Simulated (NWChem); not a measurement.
# Extrapolating the MP2 correlation energy of F2Si

```xyz
3

Si     0.0000     0.0000    -0.5881
F     -1.2465     0.0000     0.4574
F      1.2465     0.0000     0.4574
```
Charge 0, spin multiplicity 1.

Everything below was run with NWChem. The geometry was optimised at PBE0/def2-SVP, a minimum by its harmonic frequencies.

The correlated methods keep 7 core orbitals frozen. The structure started from a generated list of species.

Worked example. The MP2 correlation energy is -602.39 mHa in cc-pVTZ and -657.87 mHa in cc-pVQZ. The form E(X) = E∞ + A/X³ turns the pair into an estimate of the basis-set limit.

E∞ = (4³·(-657.87) − 3³·(-602.39))/(4³ − 3³) = -698.4 mHa. The larger basis holds 94 % of that, at about 6 times the processor time of the smaller one. This is a two-point estimate.
